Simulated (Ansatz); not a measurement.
Consider the germylene loss: `[GeH3][GeH2][GeH2][GeH2][GeH2][GeH3]` → `[GeH3][GeH2][GeH2][GeH2][GeH3]` + `[GeH2]`.

Gas-phase electronic energies from Ansatz, PBE0-D4/def2-TZVP geometries. CBS: MP2 limit from def2 TZ/QZ plus the TZ coupled-cluster correction, frozen cores. Functionals use def2-TZVPP. For Ge outer-core shells are correlated without core-valence functions, which leaves a few kJ/mol of doubt a bond. Scalar relativity is left out up to krypton. One conformer a species, not always the lowest.

| level | ΔE (eV) |
| --- | --- |
| PBE0-D4 | 2.29 |
| ωB97X-V | 2.20 |
| B2PLYP | 2.04 |
| PBE | 2.07 |
| revPBE | 1.85 |
| HF/def2-TZVPP | 1.73 |
| CCSD(T)/def2-TZVPP | 2.24 |
| MP2/CBS(def2) | 2.38 |

(1) What does CCSD(T)/CBS give? (Estimate.)

Largest T1 diagnostic among the species: 0.012.

Results:

(1) The calculation gave: +2.20 eV. The listed levels differ from it by 0.09, 0.00, -0.16, -0.13, -0.35, -0.47, 0.04, 0.18 eV.

The D4 term adds +0.22 eV with B3LYP and +0.13 eV with PBE0; it sums over pairs of atoms, weighted by their polarisabilities, and B3LYP, whose exchange is more repulsive, gets the larger term. From PBE to PBE0 (25 % exact exchange), in def2-TZVPP and without D4, ΔE moves by +0.10 eV. At CCSD(T), def2-SVP lies −0.14 eV from the extrapolated value and def2-TZVPP +0.04 eV.

B3LYP here is the variant with VWN-RPA as its local correlation; programs differ in this.
